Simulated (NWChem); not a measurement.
**Correlation energy of hydrogen bromide (HBr)**

SMILES: Br
```xyz
2

Br     0.0000     0.0000     0.0395
H      0.0000     0.0000    -1.3829
```
Charge 0, spin multiplicity 1.

Everything below was run with NWChem. All single points use one geometry, from PBE0/def2-SVP, a minimum by its harmonic frequencies.

Basis set: def2-SVP. Each correlation energy counts from its own Hartree-Fock reference.

| method | correlation energy (mHa) | difference from CCSD(T) |
|---|---|---|
| CCSDT | -252.8 | -0.1 |
| CR-CCSD[T] | -252.3 | +0.5 |
| CCSD(T) | -252.7 | 0.0 |
| SCS-MP2 | -225.6 | +27.1 |
| CCSD+T(CCSD) | -252.9 | -0.2 |
| MP2 | -241.2 | +11.5 |
| CR-CCSD(T) | -252.1 | +0.6 |
| CCSD | -248.3 | +4.4 |

The values span 27.3 mHa, from CCSD+T(CCSD) (lowest) to SCS-MP2 (highest). 

The Hamiltonian is non-relativistic. The correlated methods keep 9 core orbitals frozen. No row is a measurement; the coupled-cluster row has its own basis-set and correlation limits.
